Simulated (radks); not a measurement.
Ho+, 66 electrons, occupied as [Xe] 4f10 5d1 6s1 (not the ground configuration).

Method: scalar-relativistic Kohn-Sham, PBE, spin-unpolarised, spherical densities, finite nucleus; Fermi nuclear charge, rms radius 5.2022 fm; computed with a radial shooting solver on a logarithmic mesh with Libxc functionals.

Energy parts (eV):
part                      energy
total                 -343264.48
kinetic                371169.32
electron-nucleus      -840321.80
Hartree                133226.91
exchange-correlation    -7338.90

Orbitals (lengths in bohr, moments of r in powers of bohr):
orbital  occ.  eigenvalue (eV)      <r^2>
1s          2        -55500.73  0.0005883
2s          2        -9295.156   0.009170
2p          6        -8237.076   0.007441
3s          2        -2087.350    0.06038
3p          6        -1763.923    0.06071
3d         10        -1353.291    0.05073
4s          2        -423.4915     0.3033
4p          6        -316.9103     0.3432
4d         10        -172.8430     0.4100
5s          2         -60.9109      1.783
5p          6         -35.6472      2.497
4f         10         -15.8687     0.8347
6s          1          -9.6653      13.99
5d          1          -8.1977      7.658

The highest occupied level is 5d at -8.198 eV. The electron density at the nucleus is 8.473e+05 e/bohr^3 (large components only).
